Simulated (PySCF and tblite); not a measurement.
# Conformers and averaged properties: C₄H₆BrN, numbered as in [N:1]#[C:2][CH2:3][CH2:4][CH2:5][Br:6]

Conformers came from 90 starts (ETKDG and KDG, MMFF94s, GFN2-xTB); geometries are GFN2-xTB. Weights use PBE0-D3(BJ)/pcSseg-1 energies plus GFN2-xTB zero-point and thermal terms (modes under about 100 cm⁻¹ blended into free rotors). Symmetry numbers and mirror images are counted. Conformers within 3 kcal/mol (GFN2-xTB free energy) were kept, 10 at most. GIAO shieldings: PBE0/pcSseg-1. Shifts are against TMS (¹H), TMS (¹³C), NH3 (¹⁵N) at the same level. Run with PySCF (density fitting) and tblite.

Torsions listed: C2–C3–C4–C5, C3–C4–C5–Br6. Of a mirror pair one member is shown.

```json
{"conformer": "1", "shape": "-63°, -66°", "symmetry": "C1 (pair)", "E(GFN2) kcal/mol": "0.00", "E(DFT) kcal/mol": "0.00", "G(298.15 K) kcal/mol": "0.00", "weight %": "65.7", "dipole D": "3.61"}
{"conformer": "2", "shape": "-178°, -64°", "symmetry": "C1 (pair)", "E(GFN2) kcal/mol": "0.59", "E(DFT) kcal/mol": "0.72", "G(298.15 K) kcal/mol": "0.55", "weight %": "26.2", "dipole D": "3.64"}
{"conformer": "3", "shape": "-62°, -179°", "symmetry": "C1 (pair)", "E(GFN2) kcal/mol": "0.58", "E(DFT) kcal/mol": "1.55", "G(298.15 K) kcal/mol": "1.35", "weight %": "6.7", "dipole D": "3.56"}
{"conformer": "4", "shape": "180°, 180°", "symmetry": "Cs", "E(GFN2) kcal/mol": "1.27", "E(DFT) kcal/mol": "2.30", "G(298.15 K) kcal/mol": "2.34", "weight %": "1.3", "dipole D": "3.47"}
{"conformer": "5", "shape": "-85°, 66°", "symmetry": "C1 (pair)", "E(GFN2) kcal/mol": "2.96", "E(DFT) kcal/mol": "3.68", "G(298.15 K) kcal/mol": "3.50", "weight %": "0.2", "dipole D": "5.47"}
```

Weights (%) against temperature:

```json
{"T (K)": "220", "1": "76.1", "2": "20.4", "3": "3.1", "4": "0.4", "5": "0.0", "S(mix) cal/mol/K": "2.69"}
{"T (K)": "260", "1": "70.4", "2": "23.8", "3": "4.9", "4": "0.8", "5": "0.1", "S(mix) cal/mol/K": "2.92"}
{"T (K)": "298.15", "1": "65.7", "2": "26.2", "3": "6.7", "4": "1.3", "5": "0.2", "S(mix) cal/mol/K": "3.10"}
{"T (K)": "340", "1": "61.3", "2": "28.0", "3": "8.5", "4": "1.9", "5": "0.3", "S(mix) cal/mol/K": "3.26"}
{"T (K)": "380", "1": "57.7", "2": "29.1", "3": "10.2", "4": "2.5", "5": "0.6", "S(mix) cal/mol/K": "3.39"}
```

Averaged shifts at 298.15 K. ¹H: 3.80 (H5, 2H), 2.59 (H3, 2H), 2.01 (H4, 2H) ppm. ¹³C: 123.3 (C2), 45.5 (C5), 34.7 (C4), 15.6 (C3) ppm. ¹⁵N: 301.0 (N1) ppm.

Coordinates of conformer 1 (Å):

```xyz
12

N     2.329    0.678   -1.406
C     1.736    0.382   -0.475
C     0.956   -0.008    0.672
C    -0.330   -0.723    0.239
C    -1.249    0.183   -0.562
Br   -1.942    1.647    0.537
H     0.713    0.889    1.252
H     1.563   -0.668    1.297
H    -0.078   -1.585   -0.385
H    -0.851   -1.086    1.128
H    -0.725    0.647   -1.397
H    -2.121   -0.358   -0.926
```

Coordinates of conformer 2 (Å):

```xyz
12

N    -3.251    0.508   -0.150
C    -2.203    0.143    0.121
C    -0.872   -0.308    0.439
C     0.156    0.342   -0.494
C     1.564   -0.158   -0.226
Br    2.182    0.343    1.566
H    -0.844   -1.397    0.341
H    -0.657   -0.047    1.480
H    -0.094    0.109   -1.533
H     0.119    1.428   -0.375
H     1.624   -1.245   -0.273
H     2.277    0.280   -0.923
```

Spin–orbit effects of the heavy atoms on shieldings are missing. At a carbon that bears Br the missing effect is some 10 ppm, beside I tens of ppm. Unscaled ¹⁵N shifts at such levels can be off by tens of ppm; differences between conformers or isomers are more reliable. Shifts are unscaled: against experiment ¹³C can be off by 15 ppm or more and ¹H by 0.8 ppm.

Search and properties took 86 s on 1 thread of Arm Neoverse V1 (shared host) (rough), launched as `OMP_NUM_THREADS=1 python ens_run.py task.json out`.


¹⁵N shifts are against a computed isolated NH3 molecule, about 20 ppm from the liquid.